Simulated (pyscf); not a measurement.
# H₂N–Hf(OH)(OH)–OH, singlet

Gas-phase minimum from PySCF at ωB97X-D3(BJ)/def2-SVP, one conformer. 

SMILES: [NH2][Hf]([OH])([OH])[OH]
```xyz
10

N     -1.8641    -0.6818     1.1370
Hf    -0.0732    -0.3566     0.1986
O      1.2434    -0.0880     1.5959
O     -0.1627     1.2425    -0.9023
O      0.2270    -1.8957    -0.9403
H     -2.1487    -0.2978     2.0354
H     -2.6391    -1.2271     0.7663
H      2.0047     0.0628     2.1514
H     -0.4630     2.0162    -1.3739
H      0.5385    -2.6026    -1.5007
```

Bonds (Å): N1–Hf2 2.048, N1–H6 1.018, N1–H7 1.018, Hf2–O3 1.939, Hf2–O4 1.944, Hf2–O5 1.938, O3–H8 0.954, O4–H9 0.954, O5–H10 0.954. Bond angles (°): Hf2–N1–H6 126.1, Hf2–N1–H7 125.8, H6–N1–H7 108.1, N1–Hf2–O3 106.6, N1–Hf2–O4 110.5, N1–Hf2–O5 106.2, O3–Hf2–O4 109.0, O3–Hf2–O5 115.4, O4–Hf2–O5 109.1, Hf2–O3–H8 169.5, Hf2–O4–H9 164.0, Hf2–O5–H10 169.7.

Properties at ωB97X-D3(BJ)/def2-SVP:

```json
{
  "harmonic_wavenumbers_unscaled": "105, 153, 158, 159, 166, 185, 222, 247, 271, 273, 311, 347, 453, 499, 626, 683, 692, 713, 1525, 3588, 3673, 4055, 4056, 4060 cm⁻¹",
  "zero_point_energy": "38.9 kcal/mol",
  "rotational_symmetry_number": "1",
  "Entropy of this conformer at 298 K and 1 atm, rigid rotor and harmonic oscillator, modes under 100 cm⁻¹ raised to 100": "408.6 J/(mol K)",
  "dipole_moment": "0.28 D"
}
```

Single-point totals, which compare only within one level:

```csv
level,total energy (hartree)
ωB97X-D3(BJ)/def2-TZVP,-331.91380
PBE/def2-TZVP,-331.53779
r²SCAN/def2-TZVP,-331.70871
B3LYP-D3(BJ)/def2-TZVP,-331.85852
PBE0-D3(BJ)/def2-TZVP,-331.50681
M06-2X/def2-TZVP,-331.61980
ωB97M-D3(BJ)/def2-TZVP,-331.85119
```

Soft torsions are taken as harmonic, which can shift the entropy by several J/(mol K). Elements past Kr carry the def2 core potentials, without spin-orbit coupling.
